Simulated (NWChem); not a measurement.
Species: CH7FN2Si; SMILES CN[Si@H](N)F

```xyz
12

C      0.1297     2.3798    -0.0650
N     -0.3570     1.0794     0.3791
Si     0.0386    -0.4325    -0.3107
N     -1.2072    -1.5287     0.1343
F      1.3887    -1.1492     0.2333
H      0.4953     2.2946    -1.0934
H     -0.6729     3.1289    -0.0618
H      0.9559     2.7623     0.5516
H     -0.7396     1.0784     1.3181
H      0.3051    -0.1605    -1.7457
H     -1.0350    -2.5259     0.1387
H     -2.1760    -1.3145    -0.0623
```
Atoms are numbered in this order, from 1.

Results from NWChem. Pople sets run with spherical d functions. All runs use the structure optimised with B3LYP/6-31G* (spherical d). Ions are spin-unrestricted doublets at the neutral geometry; other ion states weren't tried.

Order these by “ΔSCF minus −ε(HOMO) (eV)”, lowest first: B3LYP/6-31G*; BHandHLYP/6-31G*; PBE/6-31G*; LRC-wPBEh/6-31G*.

LRC-wPBEh/6-31G* (0.49), BHandHLYP/6-31G* (0.92), B3LYP/6-31G* (2.46), PBE/6-31G* (3.29)
